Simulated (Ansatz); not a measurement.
GaH2Me (CH5Ga), relaxed as a singlet with RKS PBE0-D4/def2-TZVP in Ansatz, starting from the GFN2-xTB geometry. Force threshold 0.02 eV/Å.

Start:

```csv
atom,x (Å),y (Å),z (Å)
Ga1,-1.0158,-0.0018,-0.3373
H2,-1.7236,-1.2616,-0.9768
H3,-1.9849,1.2422,-0.2455
C4,0.9010,0.0053,0.2955
H5,0.9820,-0.3739,1.3188
H6,1.3140,1.0190,0.2849
H7,1.5273,-0.6290,-0.3396
```

```tsv
step	energy (eV)	largest force component (eV/Å)	SCF passes
1	-53488.1394	0.473	22
2	-53488.1800	0.164	28
3	-53488.1840	0.073	30
4	-53488.1844	0.019	29
```

Force components are those of the run's own axes.

End:

| atom | x (Å) | y (Å) | z (Å) |
| --- | --- | --- | --- |
| Ga1 | -1.006 | -0.001 | -0.338 |
| H2 | -1.635 | -1.307 | -0.952 |
| H3 | -1.908 | 1.281 | -0.197 |
| C4 | 0.865 | 0.014 | 0.267 |
| H5 | 0.908 | -0.374 | 1.291 |
| H6 | 1.285 | 1.020 | 0.278 |
| H7 | 1.492 | -0.633 | -0.349 |

By distances, no bond broke or formed. The bond that changes most is Ga1–C4, from 2.02 to 1.97 Å (atoms count from 1).

No frequencies were taken in this run, so the end may be a saddle point.

Run time 3.3 s (4 threads of Intel Xeon on a shared host).
